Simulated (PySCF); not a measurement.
Telling isomers of C$_{6}$H$_{4}$N$_{2}$ apart by NMR

[PySCF 2.14: J couplings at B3LYP/pcJ-1 (spin–dipole term left out of most H,H and C,H couplings); structure optimised with PBE0-D3(BJ)/def2-SVP; σ from GIAO-PBE0/pcSseg-1; a single conformation; equivalent nuclei averaged; non-relativistic Hamiltonian; no solvent model]

Scale: ¹H (σref 31.27) and ¹³C (σref 184.41) against TMS (reference shieldings calculated alike). Multiplet labels drop J under 1 Hz and among equivalent protons, and merge close values. Unscaled 3J(H,H) run several per cent high. Shifts are as computed. Against solution values, carbons near 30 ppm lie about +2 ppm off and those near 130 ppm about +5 ppm. Of 1211 compounds with measured shifts, 218 miss one by over three times the rms of a fit or turn the order of signals round; such compounds aren't used in these exercises.

(1) Tabulate the signals of `N#Cc1ccncc1`, `N#Cc1ccccn1`, `N#Cc1cccnc1` and their relative energies.

(2) What is the quickest way to tell N#Cc1ccccn1 from N#Cc1cccnc1?

(3) What is the quickest way to tell N#Cc1ccncc1 from N#Cc1cccnc1?

(4) What is the quickest way to tell N#Cc1ccncc1 from N#Cc1ccccn1?

## Answers

(1) 
```json
{"SMILES": "N#Cc1ccncc1", "carbon types": "2×C 4×CH", "δC": "156.6, 131.3, 125.3, 122.9", "δH": "8.98 (dd, 2H), 7.42 (dd, 2H)", "E rel. (kcal/mol)": "1.0"}
{"SMILES": "N#Cc1ccccn1", "carbon types": "2×C 4×CH", "δC": "156.2, 141.8, 139.7, 135.2, 130.7, 122.8", "δH": "8.86 (dt, 1H), 7.84 (td, 1H), 7.65 (dd, 1H), 7.37 (dd, 1H)", "E rel. (kcal/mol)": "1.3"}
{"SMILES": "N#Cc1cccnc1", "carbon types": "2×C 4×CH", "δC": "160.1, 158.0, 146.0, 127.9, 122.6, 114.7", "δH": "9.02 (dd, 1H), 8.93 (dd, 1H), 7.93 (dt, 1H), 7.35 (ddd, 1H)", "E rel. (kcal/mol)": "0.0"}
```

Energies are electronic energies at PBE0/pcSseg-1 on these geometries, without zero-point or thermal terms, each for the one conformer computed, which needn't be the lowest.

(2) Both give the same number of carbon signals, with the same numbers of each carbon type, so the positions decide. The first has a substituted aromatic carbon next to a ring nitrogen (C) at 139.7 ppm, the second a substituted aromatic carbon (C) at 114.7 ppm. Their most deshielded carbons lie at 156.2 and 160.1 ppm.

(3) Count the carbon signals: 4 against 6. The first has an aromatic CH at 131.3 ppm, the second an aromatic CH at 146.0 ppm. Their most deshielded carbons lie at 156.6 and 160.1 ppm.

(4) Count the carbon signals: 4 against 6. The first has a substituted aromatic carbon (C) at 125.3 ppm, the second a substituted aromatic carbon next to a ring nitrogen (C) at 139.7 ppm. Their most deshielded carbons lie at 156.6 and 156.2 ppm.
